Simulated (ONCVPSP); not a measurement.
## Before and after: ONCV potential for cerium

| Quantity | Value |
| --- | --- |
| Element | Ce (Z = 58) |
| Generator | ONCVPSP 4.0.1 |
| Type | optimised norm-conserving Vanderbilt (ONCV) |
| Functional | PBE |
| Relativity | scalar-relativistic |
| Frozen core | [Kr] 4d10 |
| Valence charge | 12 |
| Reference configuration | 4f1 5s2 5p6 5d1.5 6s1.5 |
| Partial waves | 5s+6s: rc 2.90 bohr, ncon 3, nbas 7, qcut 4.8 1/bohr, 2 projectors; 5p: rc 2.55 bohr, ncon 3, nbas 7, qcut 6.5 1/bohr, 2 projectors, debl 1.6 Ha; 5d: rc 3.45 bohr, ncon 4, nbas 8, qcut 5.2 1/bohr, 2 projectors, debl 1 Ha; 4f: rc 1.70 bohr, ncon 3, nbas 7, qcut 8.4 1/bohr, local |
| Local potential | the f channel |
| Core correction | Teter function, fcfact 2.75, rcfact 1.35 |

Change: f: qcut 10.9.

Cutoffs: the cutoffs (Ha) at which the residual kinetic energy of the hardest occupied pseudo-wave falls to 1 and 0.1 mHa per electron; they do not see the model core or the augmentation charge, which bear on the density cutoff. Errors are all-electron minus pseudo energies relative to the spin-unpolarised reference configuration.

Q: Predict the effect on cutoff, ghosts and configuration errors.

A: The potential gets neither clearly harder nor softer (34 Ha and 78 Ha → 46 Ha and 51 Ha); the bound ghosts move from p to s; the lowest positive-energy flag moves from s at 1.8 eV to d at 100.5 eV; of the 4 tests that both files solve, the error grows in 1 and shrinks in 0 by more than 15 % and 0.3 meV (median size 1.6 → 2.1 meV); the range in which the p phases agree widens (upper end -0.2 → 4.4).

| quantity | base | changed |
| --- | --- | --- |
| cutoff, loose | 34 Ha | 46 Ha |
| cutoff, tight | 78 Ha | 51 Ha |
| loose cutoff by channel | s 5.8 Ha, p 11 Ha, d 6.4 Ha, f 34 Ha | s 5.8 Ha, p 11 Ha, d 6.4 Ha, f 46 Ha |
| bound ghosts | p | s |
| GHOST(+) flags under 300 eV | s at 1.8 eV, d at 102.0 eV | d at 100.5 eV |
| error for 4f1 5s2 5p6 5d1 6s2, meV [ΔE -0.40 eV] | -0.5 | -1.0 |
| error for 4f1 5s2 5p6 5d1 6s1, meV [ΔE 5.67 eV] | -0.1 | -0.2 |
| error for 4f1 5s2 5p6 5d1 6s0, meV [ΔE 16.75 eV] | -2.7 | -3.1 |
| error for 4f1 5s2 5p5 5d1 6s2, meV [ΔE 27.46 eV] | -29 | -25 |
| s: phases at 2.95 bohr within 0.05 rad from the reference energy up to (Ha; the scan ends near 5) | 2.6 | 2.2 |
| p: phases at 2.58 bohr within 0.05 rad from the reference energy up to (Ha; the scan ends near 5) | -0.2 | 4.4 |
| d: phases at 3.50 bohr within 0.05 rad from the reference energy up to (Ha; the scan ends near 5) | 2.7 | 2.8 |
| f: phases at 1.73 bohr within 0.05 rad from the reference energy up to (Ha; the scan ends near 5) | 0.2 | 0.4 |
| rms error of d²Exc/dni dnj with the model core, mHa | 6.36 | 6.72 |

 A true bound ghost makes a file unfit for plane-wave use even where its test errors are small: the radial tests pick states by their node count and pass the ghost by.
